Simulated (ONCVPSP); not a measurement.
**Sc (Z = 21) ONCV: all-electron and pseudo phase curves**

scandium (Sc), optimised norm-conserving Vanderbilt (ONCV), made with ONCVPSP 4.0.1 (PBE, fully relativistic). Core [Ne], reference 3s2 3p6 (charge +3). Waves: 3s: rc 1.30 bohr, ncon 5, nbas 8, qcut 7.8 1/bohr, 3 projectors, debl 3.3 Ha; 3p: rc 1.30 bohr, ncon 4, nbas 9, qcut 8.6 1/bohr, 2 projectors, debl 0.7 Ha; d scattering state at 0.06 Ha: rc 1.22 bohr, ncon 4, nbas 7, qcut 9.1 1/bohr, 2 projectors, debl 1.5 Ha; f scattering state at 0.14 Ha: rc 1.20 bohr, ncon 4, nbas 7, qcut 8.3 1/bohr, local. Local part: the f channel. Core correction: polynomial model core, fcfact 0.25.

Open shells are filled in proportion to 2j + 1.

In the p channel the program set the typed energies aside and used -2.367, 0.250 Ha (j = l + 1/2; the other j can differ). In the d channel the program set the typed energies aside and used 0.050, 1.550 Ha (j = l + 1/2; the other j can differ).

The phase is arctan(r·R′/R) of the radial function R(r), unwrapped; energies in Ha, scanned from -5 to 5 Ha. A pole is an energy at which the radial function vanishes at the test radius. The pseudo phase is shifted by a multiple of π to meet the all-electron one at the reference energy, and phase errors are pseudo minus all-electron; the curves can meet again beyond the range given. Levels narrower than the energy grid can be missing from the lists of poles.

Question: For each channel, where are the poles, and over which energies does the pseudopotential scatter like the atom?

Answer:

| channel | radius (bohr) | reference energy (Ha) | poles, all-electron | poles, pseudo | unbroken range about the reference energy with phases within 0.05 rad | phase error 1 Ha above the reference energy (rad) |
| --- | --- | --- | --- | --- | --- | --- |
| s | 1.32 | -3.18 | -1.31 | -1.31 | the whole range | -0.000 |
| p3/2 | 1.32 | -2.37 | -0.36 | -0.36 | the whole range | -0.000 |
| p1/2 | 1.32 | -2.39 | -0.41 | -0.41 | the whole range | -0.000 |
| d5/2 | 1.24 | 0.05 | 1.09 | 1.09 | the whole range | +0.000 |
| d3/2 | 1.24 | 0.05 | 1.08 | 1.08 | the whole range | +0.000 |
| f7/2 | 1.22 | 0.14 | none | none | the whole range | +0.001 |
| f5/2 | 1.22 | 0.14 | none | none | the whole range | +0.001 |

Phases in the f5/2 channel:

```json
{"E (Ha)": "-4.96", "all-electron": "1.262", "pseudo": "1.262"}
{"E (Ha)": "-4.72", "all-electron": "1.254", "pseudo": "1.255"}
{"E (Ha)": "-4.48", "all-electron": "1.246", "pseudo": "1.246"}
{"E (Ha)": "-4.24", "all-electron": "1.237", "pseudo": "1.237"}
{"E (Ha)": "-4.00", "all-electron": "1.227", "pseudo": "1.228"}
{"E (Ha)": "-3.76", "all-electron": "1.217", "pseudo": "1.218"}
{"E (Ha)": "-3.52", "all-electron": "1.206", "pseudo": "1.206"}
{"E (Ha)": "-3.28", "all-electron": "1.194", "pseudo": "1.194"}
{"E (Ha)": "-3.04", "all-electron": "1.181", "pseudo": "1.181"}
{"E (Ha)": "-2.80", "all-electron": "1.166", "pseudo": "1.167"}
{"E (Ha)": "-2.56", "all-electron": "1.151", "pseudo": "1.151"}
{"E (Ha)": "-2.32", "all-electron": "1.133", "pseudo": "1.133"}
{"E (Ha)": "-2.08", "all-electron": "1.114", "pseudo": "1.114"}
{"E (Ha)": "-1.84", "all-electron": "1.093", "pseudo": "1.093"}
{"E (Ha)": "-1.60", "all-electron": "1.069", "pseudo": "1.069"}
{"E (Ha)": "-1.36", "all-electron": "1.042", "pseudo": "1.042"}
{"E (Ha)": "-1.12", "all-electron": "1.011", "pseudo": "1.011"}
{"E (Ha)": "-0.88", "all-electron": "0.976", "pseudo": "0.977"}
{"E (Ha)": "-0.64", "all-electron": "0.936", "pseudo": "0.937"}
{"E (Ha)": "-0.40", "all-electron": "0.890", "pseudo": "0.890"}
{"E (Ha)": "-0.16", "all-electron": "0.836", "pseudo": "0.836"}
{"E (Ha)": "0.08", "all-electron": "0.773", "pseudo": "0.773"}
{"E (Ha)": "0.32", "all-electron": "0.697", "pseudo": "0.698"}
{"E (Ha)": "0.56", "all-electron": "0.608", "pseudo": "0.609"}
{"E (Ha)": "0.80", "all-electron": "0.502", "pseudo": "0.503"}
{"E (Ha)": "1.04", "all-electron": "0.377", "pseudo": "0.378"}
{"E (Ha)": "1.28", "all-electron": "0.232", "pseudo": "0.234"}
{"E (Ha)": "1.52", "all-electron": "0.070", "pseudo": "0.072"}
{"E (Ha)": "1.76", "all-electron": "-0.104", "pseudo": "-0.100"}
{"E (Ha)": "2.00", "all-electron": "-0.279", "pseudo": "-0.275"}
{"E (Ha)": "2.24", "all-electron": "-0.447", "pseudo": "-0.442"}
{"E (Ha)": "2.48", "all-electron": "-0.598", "pseudo": "-0.592"}
{"E (Ha)": "2.72", "all-electron": "-0.731", "pseudo": "-0.724"}
{"E (Ha)": "2.96", "all-electron": "-0.844", "pseudo": "-0.837"}
{"E (Ha)": "3.20", "all-electron": "-0.939", "pseudo": "-0.932"}
{"E (Ha)": "3.44", "all-electron": "-1.019", "pseudo": "-1.012"}
{"E (Ha)": "3.68", "all-electron": "-1.087", "pseudo": "-1.080"}
{"E (Ha)": "3.92", "all-electron": "-1.145", "pseudo": "-1.138"}
{"E (Ha)": "4.16", "all-electron": "-1.195", "pseudo": "-1.188"}
{"E (Ha)": "4.40", "all-electron": "-1.238", "pseudo": "-1.230"}
{"E (Ha)": "4.64", "all-electron": "-1.275", "pseudo": "-1.268"}
{"E (Ha)": "4.88", "all-electron": "-1.308", "pseudo": "-1.301"}
```
